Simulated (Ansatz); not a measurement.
Relaxation of C$_{2}$H$_{9}$BOSi (14 atoms, charge 0, multiplicity 1), to a largest force component of 0.015 eV/Å in at most 40 steps.

All numbers below come from RKS r2SCAN/6-31G in Ansatz 0.2.0.

```xyz
14
Properties=species:S:1:pos:R:3:forces:R:3
C -1.306 0.252 -0.956 -1.30 3.48 -0.96
C -0.578 -0.795 -0.234 2.31 0.77 1.84
O -1.513 -1.714 0.297 -1.89 -1.20 -0.45
B 0.395 -0.152 0.934 -3.24 -2.45 0.12
Si 1.820 1.002 0.516 0.93 1.82 0.34
H -0.661 1.031 -1.456 -0.33 -0.75 0.43
H -1.991 0.849 -0.262 0.68 -0.79 -0.72
H -1.944 -0.148 -1.765 0.02 -0.12 0.13
H 0.102 -1.281 -0.921 0.59 -0.60 -0.66
H -2.214 -1.828 -0.432 0.78 -0.22 1.20
H 0.114 -0.470 2.083 0.17 0.15 -0.55
H 2.780 0.314 -0.332 0.73 -0.29 -0.69
H 1.276 2.247 -0.154 0.20 -0.06 -0.05
H 2.470 1.395 1.801 0.34 0.25 0.02
```

Q: Where does it end, and by what steps?

A: It converged. The force dipped under the threshold on the way, but the program's further checks kept it going. Limits of this set-up: no polarisation functions. After 21 steps the energy has fallen by 0.654 eV; H13 moved furthest, 1.08 Å.

```csv
step,energy less start (eV),largest force component (eV/Å),accepted
0,0.0000,3.481,yes
1,-0.5135,1.337,yes
2,-0.6159,0.270,yes
3,-0.6213,0.153,yes
4,-0.6241,0.034,yes
5,-0.6252,0.053,yes
6,-0.6273,0.136,yes
7,-0.6304,0.096,yes
8,-0.6361,0.132,yes
9,-0.6380,0.192,yes
10,-0.6432,0.105,yes
11,-0.6473,0.058,yes
12,-0.6478,0.169,yes
13,-0.6504,0.093,yes
14,-0.6517,0.032,yes
15,-0.6524,0.036,yes
16,-0.6531,0.058,yes
17,-0.6534,0.041,yes
18,-0.6538,0.013,yes
19,-0.6539,0.013,yes
20,-0.6539,0.010,yes
21,-0.6539,0.006,yes
```

```xyz
14
Properties=species:S:1:pos:R:3
C -1.260 0.206 -1.129
C -0.599 -0.804 -0.155
O -1.620 -1.666 0.452
B 0.161 -0.028 0.969
Si 1.817 1.077 0.567
H -0.516 0.837 -1.630
H -1.969 0.846 -0.592
H -1.816 -0.338 -1.905
H 0.114 -1.420 -0.740
H -2.103 -2.141 -0.258
H -0.269 -0.050 2.086
H 2.296 0.981 -0.861
H 1.551 2.535 0.854
H 2.963 0.668 1.459
```

Run time: 2.4 min on 1 thread of Arm Neoverse V2, on a shared host, peak memory 0.19 GiB.
